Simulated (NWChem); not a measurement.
CH5F2NSn; SMILES [CH3][Sn]([NH2])([F])[F]

```xyz
10

C     -0.0030     1.9897    -0.7420
Sn    -0.0002     0.0139     0.0229
N      0.0014    -1.5870    -1.2099
F     -1.5413    -0.2042     1.1800
F      1.5421    -0.2001     1.1790
H     -0.0046     1.9593    -1.8391
H     -0.9020     2.5013    -0.3741
H      0.8961     2.5029    -0.3766
H     -0.8185    -2.1697    -1.0394
H      0.8232    -2.1672    -1.0405
```
Atoms are numbered in this order, from 1.

All runs: NWChem. STO-3G and 3-21G are far too small for this property and stand as cheap habits. Geometry: optimised at PBE0/def2-SVP (def2 core potentials past Kr). Not confirmed as a minimum by frequencies. Field at 589 nm.

**Question.** What does the run give for B3LYP/STO-3G (all-electron, non-relativistic)? Quantities: isotropic polarisability (bohr³); anisotropy (bohr³).

**Answer.** 
| Property | Result |
|---|---|
| isotropic polarisability (bohr³) | 26.9 |
| anisotropy (bohr³) | 7.6 |
